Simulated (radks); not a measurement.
Values are calculated unless marked as measured or tabulated.
Coherent X-ray form factor from a spherical all-electron density. Level of theory: scalar-relativistic Kohn-Sham, r2SCAN, spin-unpolarised, spherical densities, finite nucleus; meta-GGA in the generalised Kohn-Sham scheme; Fermi nuclear charge, rms radius of each element as measured or else 0.836 A^(1/3) + 0.57 fm (a radial shooting solver on a logarithmic mesh with Libxc functionals).

sin(theta)/lambda (1/angstrom)  f0 (electrons)
0.05                                    17.650
0.1                                     16.683
0.15                                    15.307
0.2                                     13.773
0.25                                    12.289
0.3                                     10.985
0.4                                      9.061
0.5                                      7.885
0.6                                      7.119
0.8                                      5.956
1                                        4.855
1.25                                     3.631
1.5                                      2.723
2                                        1.751

The species is in the configuration that NIST lists as its ground one. Which atom or ion scatters so?

Answer. The potassium ion K+, [Ar]. Extrapolating in s^2 from the first two rows gives f0(0) = 18.0, near the electron count 18; among species with that count, the fall with angle is slower the higher Z, and the table is that of Z = 19; from so few rows the species is fixed only to a neighbour or two.
